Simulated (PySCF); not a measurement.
Si(F)(Cl)(Br)(OH) (BrClFHOSi), SMILES O[Si](F)(Cl)Br. Heavy atoms are numbered as in [OH:1][Si:2]([F:3])([Cl:4])[Br:5]. Hydrogens are named by the atom that carries them.

The structure is a stationary point at B3LYP-D3(BJ)/def2-SVP. Other conformers were not sampled.

The numbers are results of PBE/pcSseg-1 in PySCF, not measurements.

GIAO shieldings, no solvent; atoms alike by connectivity are averaged. δ = σ(ref) − σ: ¹⁷O against H2O (σ = 334.3 ppm); ²⁹Si against TMS (σ = 335.4 ppm); ¹⁹F against CFCl3 (σ = 133.6 ppm); ³⁵Cl against HCl (σ = 936.5 ppm); ¹H against TMS (σ = 31.49 ppm), references at their B3LYP-D3(BJ)/def2-TZVP geometries, non-relativistic (without spin–orbit terms, shifts of atoms bonded to Cl or Br come out too high).

Computed chemical shifts:
```tsv
nucleus	atoms	count	δ (ppm)
¹⁷O	O1 (OH)	1	108.8
²⁹Si	Si2	1	-20.1
¹⁹F	F3	1	-104.1
³⁵Cl	Cl4	1	120.4
¹H	H on O1	1	3.27
```
